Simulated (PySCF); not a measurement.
**How methods differ on the excitation energy of Ta**

Ta [Xe] 4f14 5d3 6s2 (4F) → Ta [Xe] 4f14 5d4 6s1 (6D), as a difference of total energies. Computed with PySCF 2.14 in def2-QZVPPD with the def2 core potential (60 electrons) (7s6p4d3f2g, 84 functions), with a scalar-relativistic core potential. Correlated levels: valence and next inner shell: nothing frozen outside the core potential. The calculations carry no spin-orbit coupling.

```
                                method  excitation energy (eV)
                                   UHF                   0.271
    MP2 (valence and next inner shell)                   0.795
SCS-MP2 (valence and next inner shell)                   1.370
   CCSD (valence and next inner shell)                   0.882
CCSD(T) (valence and next inner shell)                   0.991
```

Q: How much does correlation contribute at CCSD(T) (valence and next inner shell)?

A: 0.991 − (0.271) = 0.720 eV, measured against UHF.
